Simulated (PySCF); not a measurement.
Mayer bond orders and bond lengths

Compound: C4H7FO4.
SMILES with atom numbers: `[CH3:1][O:2][C:3](=[O:4])[O:5][CH2:6][O:7][CH2:8][F:9]` (hydrogens: H10, H11, H12 on C1; H13, H14 on C6; H15, H16 on C8)

Cartesian coordinates in Å at the GFN2-xTB level; atoms count from 1:
```
atom  x, y, z in Å
C1    -3.163    0.078   -0.393
O2    -1.796    0.475   -0.464
C3    -1.029    0.198    0.580
O4    -1.357   -0.366    1.581
O5     0.200    0.689    0.326
C6     1.215    0.391    1.267
O7     1.930   -0.750    0.899
C8     2.729   -0.599   -0.212
F9     3.810    0.199    0.076
H10   -3.341   -0.500    0.514
H11   -3.380   -0.522   -1.276
H12   -3.782    0.976   -0.393
H13    1.861    1.276    1.307
H14    0.772    0.172    2.244
H15    2.209   -0.121   -1.055
H16    3.116   -1.588   -0.477
```

Bond orders from the PBE0/pcSseg-1 density (PySCF). Isolated species at its GFN2-xTB geometry (one conformer only).

(1) How far do the computed orders between heavy atoms stray from the drawn ones?

(2) Set the Mayer orders of the bonds between heavy atoms beside their lengths.

Results:

(1) The largest departure is 0.135, at C1–O2 (drawn single, 0.865). Drawn single, order above 1.12: O2–C3 (1.123). Drawn single, order below 0.88: C1–O2 (0.865).

(2) 
| bond | drawn as | length (Å) | Mayer order |
| --- | --- | --- | --- |
| C1–O2 | single | 1.425 | 0.865 |
| O2–C3 | single | 1.325 | 1.123 |
| C3–O4 | double | 1.194 | 1.919 |
| C3–O5 | single | 1.347 | 1.055 |
| O5–C6 | single | 1.416 | 0.883 |
| C6–O7 | single | 1.396 | 0.958 |
| O7–C8 | single | 1.378 | 1.007 |
| C8–F9 | single | 1.374 | 0.900 |

By pair of heavy elements: C–O: lowest C1–O2 (0.865, 1.425 Å), highest C3–O4 (1.919, 1.194 Å).

Q: And the bonds to hydrogen?

A: C–H: 0.94 to 0.97 (7 bonds).

Q: Sum the orders of all bonds at each heavy atom with more than one neighbour and set the sums beside the valence in the SMILES.

A: C1 3.756 (drawn 4), O2 1.988 (drawn 2), C3 4.097 (drawn 4), O5 1.938 (drawn 2), C6 3.726 (drawn 4), O7 1.965 (drawn 2), C8 3.812 (drawn 4). Orders between atoms that aren't bonded are not in these sums.

The Mayer order sums products of elements of PS (density times overlap matrix) between the two atoms' basis functions, so it depends on the basis set.
